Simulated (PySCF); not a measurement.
# $^{29}$Si chemical shifts

Gas phase, non-relativistic Hamiltonian, a single conformation, one averaged value for each set of equivalent atoms. GIAO PBE0/pcSseg-1 shieldings; geometry: GFN2-xTB; PySCF 2.14.0 with density-fitted response routines.

Shieldings were converted by a linear fit to measured shifts: $^{29}$Si: δ = 279.94 − 0.822σ (rms 8.9 ppm, 72 shifts, 25.8 ppm with the 6 outliers that the fit left out vs TMS, solution or neat liquid). A few per cent of atoms miss by over 2 rms, more outside the fitted compound classes.

(1) Give the $^{29}$Si shifts of `N[Si@@H](S)N([SiH3])[SiH3]`, `O[SiH2][Si@H]([SiH3])N([SiH3])C[SiH3]`, `F[SiH2]C[SiH]([SiH3])[SiH3]`, `[SiH3]C[SiH2]CCc1ncco1`, `F[SiH2][SiH2]C[SiH2][SiH3]`, `CC(C)O[SiH2]O[SiH2]Cl`, `O=C1OCC=C1[SiH2]F`, `C/C=C/N([SiH3])[SiH2]F`, `CC(=O)NC1=C(C[SiH3])C[SiH2]1`.

(2) Order these by $^{29}$Si shift, lowest first.
A. C=C(F)[Si@@H]1CC[C@@H]1N(C)C
B. CC/C=C/CO[SiH2]F
C. C/C(=C/F)[SiH2]CCO

Results:

(1) 
```json
{"compound": "[NH2:1][Si@@H:2]([SH:3])[N:4]([SiH3:5])[SiH3:6]", "environment": "Si2: silicon bonded to 2 N, S, H", "δ (ppm)": "-18.9"}
{"compound": "[NH2:1][Si@@H:2]([SH:3])[N:4]([SiH3:5])[SiH3:6]", "environment": "Si5/6: silicon bonded to N, 3 H (×2)", "δ (ppm)": "-49.2"}
{"compound": "[OH:1][SiH2:2][Si@H:3]([SiH3:4])[N:5]([SiH3:6])[CH2:7][SiH3:8]", "environment": "Si2: silicon bonded to O, Si, 2 H", "δ (ppm)": "-28.9"}
{"compound": "[OH:1][SiH2:2][Si@H:3]([SiH3:4])[N:5]([SiH3:6])[CH2:7][SiH3:8]", "environment": "Si3: silicon bonded to N, 2 Si, H", "δ (ppm)": "-31.2"}
{"compound": "[OH:1][SiH2:2][Si@H:3]([SiH3:4])[N:5]([SiH3:6])[CH2:7][SiH3:8]", "environment": "Si6: silicon bonded to N, 3 H", "δ (ppm)": "-50.1"}
{"compound": "[OH:1][SiH2:2][Si@H:3]([SiH3:4])[N:5]([SiH3:6])[CH2:7][SiH3:8]", "environment": "Si8: silicon bonded to C, 3 H", "δ (ppm)": "-75.4"}
{"compound": "[OH:1][SiH2:2][Si@H:3]([SiH3:4])[N:5]([SiH3:6])[CH2:7][SiH3:8]", "environment": "Si4: silicon bonded to Si, 3 H", "δ (ppm)": "-102.4"}
{"compound": "[F:1][SiH2:2][CH2:3][SiH:4]([SiH3:5])[SiH3:6]", "environment": "Si2: silicon bonded to C, F, 2 H", "δ (ppm)": "0.2"}
{"compound": "[F:1][SiH2:2][CH2:3][SiH:4]([SiH3:5])[SiH3:6]", "environment": "Si4: silicon bonded to C, 2 Si, H", "δ (ppm)": "-77.6"}
{"compound": "[F:1][SiH2:2][CH2:3][SiH:4]([SiH3:5])[SiH3:6]", "environment": "Si5/6: silicon bonded to Si, 3 H (×2)", "δ (ppm)": "-99.5"}
{"compound": "[SiH3:1][CH2:2][SiH2:3][CH2:4][CH2:5][c:6]1[n:7][cH:8][cH:9][o:10]1", "environment": "Si3: silicon bonded to 2 C, 2 H", "δ (ppm)": "-37.7"}
{"compound": "[SiH3:1][CH2:2][SiH2:3][CH2:4][CH2:5][c:6]1[n:7][cH:8][cH:9][o:10]1", "environment": "Si1: silicon bonded to C, 3 H", "δ (ppm)": "-68.1"}
{"compound": "[F:1][SiH2:2][SiH2:3][CH2:4][SiH2:5][SiH3:6]", "environment": "Si2: silicon bonded to F, Si, 2 H", "δ (ppm)": "-0.2"}
{"compound": "[F:1][SiH2:2][SiH2:3][CH2:4][SiH2:5][SiH3:6]", "environment": "Si5: silicon bonded to C, Si, 2 H", "δ (ppm)": "-72.6"}
{"compound": "[F:1][SiH2:2][SiH2:3][CH2:4][SiH2:5][SiH3:6]", "environment": "Si3: silicon bonded to C, Si, 2 H", "δ (ppm)": "-75.8"}
{"compound": "[F:1][SiH2:2][SiH2:3][CH2:4][SiH2:5][SiH3:6]", "environment": "Si6: silicon bonded to Si, 3 H", "δ (ppm)": "-106.9"}
{"compound": "[CH3:1][CH:2]([CH3:3])[O:4][SiH2:5][O:6][SiH2:7][Cl:8]", "environment": "Si7: silicon bonded to Cl, O, 2 H", "δ (ppm)": "-32.6"}
{"compound": "[CH3:1][CH:2]([CH3:3])[O:4][SiH2:5][O:6][SiH2:7][Cl:8]", "environment": "Si5: silicon bonded to 2 O, 2 H", "δ (ppm)": "-48.8"}
{"compound": "O=C1OCC=C1[SiH2]F", "environment": "silicon bonded to C, F, 2 H", "δ (ppm)": "-12.4"}
{"compound": "[CH3:1]/[CH:2]=[CH:3]/[N:4]([SiH3:5])[SiH2:6][F:7]", "environment": "Si6: silicon bonded to F, N, 2 H", "δ (ppm)": "-21.1"}
{"compound": "[CH3:1]/[CH:2]=[CH:3]/[N:4]([SiH3:5])[SiH2:6][F:7]", "environment": "Si5: silicon bonded to N, 3 H", "δ (ppm)": "-60.6"}
{"compound": "[CH3:1][C:2](=[O:3])[NH:4][C:5]1=[C:6]([CH2:7][SiH3:8])[CH2:9][SiH2:10]1", "environment": "Si10: silicon bonded to 2 C, 2 H, in a 4-membered ring", "δ (ppm)": "-57.2"}
{"compound": "[CH3:1][C:2](=[O:3])[NH:4][C:5]1=[C:6]([CH2:7][SiH3:8])[CH2:9][SiH2:10]1", "environment": "Si8: silicon bonded to C, 3 H", "δ (ppm)": "-70.5"}
```

(2) C (-52.5 ppm, silicon bonded to 2 C, 2 H), B (-29.0 ppm, silicon bonded to F, O, 2 H), A (-20.2 ppm, silicon bonded to 3 C, H, in a 4-membered ring).
